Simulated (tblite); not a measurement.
Compound: C3H8Ge2NO2 (charge -1).
Bonds: C1–C2 (double), C2–Ge3, Ge3–N4, N4–Ge5, Ge5–C6, C6–O7 (double), C6–O8. Hydrogens: H9, H10 on C1; H11 on C2; H12, H13 on Ge3; H14 on N4; H15, H16 on Ge5.
Bond orders are those of one Lewis drawing.

Computed with GFN2-xTB (tblite), gas phase: L-BFGS steps from a force-field or distance-geometry start until the largest atomic force falls under 0.01 eV/Å.

Step 16: E = -697.1299 eV
```
atom  x, y, z in Å  |  force x, y, z in eV/Å
C1     -2.7841    0.1776   -0.4778   -0.051   0.011   0.034
C2     -1.8872   -0.7561   -0.2192   -0.046  -0.053   0.065
Ge3    -0.4443   -0.4151    1.0760    0.204  -0.001  -0.057
N4      0.5061    1.0381    0.6435    0.017  -0.076   0.009
Ge5     1.5531    0.7834   -1.0168    0.017  -0.024   0.028
C6      3.1560   -1.0102   -0.6217   -0.064   0.138  -0.033
O7      2.6619   -1.9798   -1.0780   -0.023  -0.089  -0.010
O8      4.0690   -0.5200   -0.0584    0.047  -0.023   0.039
H9     -2.8013    1.0860    0.1056   -0.043   0.079  -0.009
H10    -3.5270    0.1111   -1.2613   -0.035  -0.053  -0.017
H11    -1.8739   -1.6524   -0.8233    0.054  -0.055  -0.017
H12     0.4924   -1.5980    1.1887   -0.130   0.057  -0.007
H13    -1.0436   -0.2109    2.4768   -0.056   0.021  -0.005
H14    -0.0692    1.8706    0.5902    0.106  -0.035  -0.048
H15     0.2720    0.7012   -2.0633    0.017   0.030  -0.004
H16     1.7124    2.3837   -1.2913   -0.015   0.074   0.031
```

Step 17: E = -697.1341 eV
```
atom  x, y, z in Å  |  force x, y, z in eV/Å
C1     -2.7833    0.1758   -0.4775   -0.084   0.026   0.042
C2     -1.8863   -0.7558   -0.2162   -0.023  -0.065   0.053
Ge3    -0.4424   -0.4135    1.0775    0.149  -0.037  -0.037
N4      0.5165    1.0335    0.6464    0.010  -0.058  -0.009
Ge5     1.5558    0.7797   -1.0153    0.018   0.033  -0.003
C6      3.1503   -0.9995   -0.6220   -0.013   0.043  -0.029
O7      2.6576   -1.9719   -1.0777   -0.037  -0.072  -0.013
O8      4.0716   -0.5241   -0.0568   -0.001   0.030   0.025
H9     -2.8064    1.0843    0.1029   -0.027   0.120   0.021
H10    -3.5271    0.1044   -1.2580   -0.062  -0.058  -0.056
H11    -1.8773   -1.6510   -0.8218    0.079  -0.074  -0.008
H12     0.4873   -1.5997    1.1837   -0.113   0.040   0.016
H13    -1.0512   -0.2074    2.4771   -0.024   0.018  -0.033
H14    -0.0560    1.8663    0.5805    0.088  -0.014  -0.024
H15     0.2734    0.7057   -2.0656    0.034   0.004   0.017
H16     1.7099    2.3821   -1.2876    0.007   0.065   0.037
```

Step 18: E = -697.1367 eV
```
atom  x, y, z in Å  |  force x, y, z in eV/Å
C1     -2.7844    0.1747   -0.4765   -0.082   0.013   0.041
C2     -1.8869   -0.7567   -0.2134   -0.018  -0.041   0.030
Ge3    -0.4388   -0.4129    1.0776    0.033  -0.040  -0.013
N4      0.5236    1.0295    0.6477    0.026  -0.031  -0.027
Ge5     1.5579    0.7785   -1.0148    0.025   0.067  -0.028
C6      3.1476   -0.9935   -0.6228    0.018  -0.045  -0.022
O7      2.6554   -1.9684   -1.0769   -0.034  -0.020  -0.005
O8      4.0737   -0.5276   -0.0555   -0.047   0.060   0.002
H9     -2.8105    1.0853    0.1015   -0.019   0.099   0.015
H10    -3.5283    0.0990   -1.2570   -0.057  -0.052  -0.046
H11    -1.8782   -1.6516   -0.8209    0.080  -0.056   0.015
H12     0.4820   -1.5998    1.1810   -0.068  -0.006   0.031
H13    -1.0562   -0.2044    2.4768    0.006   0.016  -0.062
H14    -0.0457    1.8633    0.5739    0.070   0.001  -0.005
H15     0.2745    0.7102   -2.0670    0.046  -0.014   0.030
H16     1.7066    2.3836   -1.2841    0.023   0.052   0.042
```

**Question.** Estimate the geometry and energy of step 19. (The exact step hangs on the optimiser's Hessian estimate; all steps are aligned on step 18, rigid shifts and turns removed.)

**Answer.** E = -697.1388 eV, largest force 0.100 eV/Å
```
atom  x, y, z in Å  |  force x, y, z in eV/Å
C1     -2.7869    0.1738   -0.4749   -0.065  -0.008   0.032
C2     -1.8886   -0.7580   -0.2108   -0.023  -0.003   0.005
Ge3    -0.4356   -0.4130    1.0770   -0.078  -0.019  -0.002
N4      0.5287    1.0261    0.6477    0.043  -0.009  -0.039
Ge5     1.5601    0.7792   -1.0154    0.032   0.082  -0.045
C6      3.1474   -0.9917   -0.6236    0.026  -0.091  -0.012
O7      2.6541   -1.9676   -1.0762   -0.023   0.021   0.004
O8      4.0749   -0.5298   -0.0545   -0.073   0.066  -0.017
H9     -2.8140    1.0877    0.1007   -0.016   0.044  -0.008
H10    -3.5303    0.0945   -1.2573   -0.033  -0.040  -0.010
H11    -1.8772   -1.6534   -0.8200    0.066  -0.021   0.041
H12     0.4771   -1.5996    1.1801   -0.018  -0.059   0.040
H13    -1.0591   -0.2018    2.4753    0.026   0.014  -0.076
H14    -0.0371    1.8613    0.5696    0.055   0.007   0.010
H15     0.2757    0.7143   -2.0676    0.049  -0.024   0.035
H16     1.7032    2.3871   -1.2807    0.033   0.041   0.044
```

The energy changes by -0.0020 eV. The first-order estimate −F·Δx gives -0.0028 eV and the mean of the old and new forces, exact on a quadratic surface, -0.0020 eV. The step makes an angle of 58° with the force vector and moves no atom by more than 0.010 Å.

The cost below is that of the whole relaxation. Hardware: one thread, Arm Neoverse V1 (aarch64) (shared host). Cost: 1.7 s wall.
